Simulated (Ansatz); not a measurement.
Computed with Ansatz on PBE0-D4/def2-TZVP structures; ΔE is electronic, products minus reactants. CCSD(T)/CBS adds triple-zeta CCSD(T) − MP2 to the extrapolated MP2 energy (def2 sets, frozen cores). Functionals use def2-TZVPP.

Consider the isomerisation: `C=C1OC[SiH2]1` → `CC1[SiH2]C1=O`.

`C=C1OC[SiH2]1`:

```xyz
11

C    -1.152   -1.425   -0.956
C    -0.371   -0.565   -0.319
O     0.733   -0.935    0.431
C     1.256    0.325    0.926
Si   -0.131    1.260    0.026
H    -0.968   -2.494   -0.926
H    -1.998   -1.063   -1.523
H     1.247    0.330    2.018
H     2.280    0.470    0.573
H    -1.149    1.955    0.856
H     0.252    2.141   -1.108
```

`CC1[SiH2]C1=O`:

Z-matrix (Å, degrees):
```
C
C 1 1.505
H 1 1.092 2 111.0
H 1 1.093 2 111.2 3 -120.7
H 1 1.092 2 110.6 3 120.0
Si 2 1.920 1 135.9 3 -77.3
C 2 1.481 1 122.7 3 -165.2
H 2 1.099 1 115.0 3 60.0
H 6 1.483 2 121.0 1 -13.2
H 6 1.482 2 114.5 1 128.4
O 7 1.194 2 136.5 1 -25.7
```

```tsv
level	ΔE (kcal/mol)
PBE-D4	2.0
r2SCAN-D4	3.3
PBE	1.9
PBE0	4.2
MP2/def2-TZVPP	4.8
HF/CBS(def2)	10.2
MP2/CBS(def2)	5.4
CCSD/CBS(def2)	7.7
```

(1) What does CCSD(T)/CBS give? (Estimate.)

Largest T1 diagnostic among the species: 0.016.

## Answers

(1) Computed: +6.7 kcal/mol. The listed levels differ from it by -4.7, -3.4, -4.8, -2.5, -1.9, 3.5, -1.3, 1.0 kcal/mol.

From PBE to PBE0 (25 % exact exchange), in def2-TZVPP and without D4, ΔE moves by +2.4 kcal/mol. In def2-TZVPP, CCSD(T) changes the Hartree–Fock value by −3.9 kcal/mol (the triples alone add −1.0 kcal/mol) and MP2 by −5.3 kcal/mol.

CCSD(T)/CBS has its own doubt, a few kJ/mol and more with outer-core shells, so smaller differences from it don't rank the levels.
